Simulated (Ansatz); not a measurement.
## Ligand exchange: Cd(CH3)Br + CBr2ClF → Cd(CH3)F + CBr3Cl

Species: Cd(CH3)Br, singlet; CBr2ClF (dibromochlorofluoromethane) `FC(Cl)(Br)Br`, singlet; Cd(CH3)F, singlet; CBr3Cl (tribromochloromethane) `ClC(Br)(Br)Br`, singlet. The partners trade Br for F: Cd–Br and C–F bonds give way to Cd–F and C–Br.

Shapes, held fixed at every level: PBE0-D4/def2-TZVP. Programs: Ansatz 0.2.0. The zero-point and thermal change to 298 K, harmonic and unscaled (PBE0-D4/def2-TZVP), is -2.7 kJ/mol.

(1) Estimate ΔH(298 K) of this reaction.

## Answers

(1) The highest level, CCSD(T)/def2-TZVPP, gives ΔH(298 K) = +105.6 kJ/mol; the levels span +105.6 to +162.9. The column of differences is taken from that level and isn't an error. No measured value is set beside it here. For atoms past krypton def2 sets carry core potentials with scalar relativity. Relativity is left out for Br. Outer-core shells of Br, Cd are correlated in most correlated rows, in sets that cover them unevenly.

```
               level                   kind  ΔH(298 K) (kJ/mol)  less CCSD(T)/def2-TZVPP
         HF/def2-SVP           Hartree–Fock              +162.9                    +57.3
       HF/def2-TZVPP           Hartree–Fock              +154.0                    +48.4
r2SCAN-D4/def2-TZVPP               meta-GGA              +115.6                    +10.0
  PBE0-D4/def2-TZVPP          global hybrid              +116.4                    +10.8
   B2PLYP/def2-TZVPP          double hybrid              +107.6                     +2.0
    CCSD(T)/def2-SVP  coupled cluster or CI              +129.1                    +23.5
     CCSD/def2-TZVPP  coupled cluster or CI              +111.4                     +5.8
  CCSD(T)/def2-TZVPP  coupled cluster or CI              +105.6                      0.0
```
